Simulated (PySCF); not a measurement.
# How methods differ on the excitation energy of Se

Se [Ar] 3d10 4s2 4p4 (3P) → Se [Ar] 3d10 4s2 4p3 5s1 (5S), as a difference of total energies. Computed with PySCF 2.14 in aug-cc-pwCVDZ-PP with ECP10MDF (6s5p4d1f, 48 functions), with a scalar-relativistic core potential. Correlated levels: valence: 3s2 3p6 3d10 frozen; valence and next inner shell: nothing frozen outside the core potential. The calculations carry no spin-orbit coupling.

```tsv
method	excitation energy (cm⁻¹)
UHF	43345
LDA	48497
PBE	47687
PBE0	48345
r2SCAN	49883
B97-3	50174
B2PLYP	48605
BLYP	49177
PBEsol	47729
MP2 (valence)	44705
SCS-MP2 (valence)	45890
MP2 (valence and next inner shell)	44753
SCS-MP2 (valence and next inner shell)	45840
```

Errors of the correlated levels include the incompleteness of this basis and the frozen core.

For comparison: 47238 cm⁻¹ (measured; NIST levels, between the centres of gravity of the two terms).
